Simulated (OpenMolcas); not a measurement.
Ru5+ among 6 point charges of -1.5 e arranged as a trigonal prism (D3h), with a polar angle of 55.5° against the regular 49.1°.

```
Program             : OpenMolcas 26.06
Method              : CASSCF
Basis               : ANO-RCC-VDZP [6s5p3d1f]
Scalar Hamiltonian  : DKH2, point nucleus
Active space        : 3 electrons in 5 orbitals (4d)
State averaging     : 2S+1 = 4 even, 10 roots; 2S+1 = 2 even, 40 roots
Spin-orbit coupling : RASSI with atomic mean-field integrals over the reference wave functions
```

All point charges move together. At R = 1.66 Å the first state of the same spin is 2332 cm-1, and at R = 1.82 Å it is 1327 cm-1.

Task: A third run gives 890.7 cm-1. What distance was it run at?

Result: With a power law R^-n the two known points give n = -ln(1327 / 2332) / ln(1.82 / 1.66) = 6.13. Then R = 1.66 × (2332 / 890.7)^(1/6.13) = 1.942 Å. The run was at 1.94 Å, so the estimate is off by +0.002 Å.

Without dynamic correlation the repulsion within the d shell is too large (B by tens of per cent), so at a given field states of lower spin stand too high. Spin-orbit coupling mixes the spin-free states strongly: the lowest level takes only 67 % from its leading state, 4A2 (figures for R = 1.82; the like holds for R = 1.94). The ground term spreads over less than 5000 cm-1, several times less than with real ligands, so orbital moments are less quenched and χT lies further from the spin-only value than at real sites (holds for R = 1.94). Point charges carry no covalency, so the field is a model and not that of real ligands. No measured value stands beside these numbers.
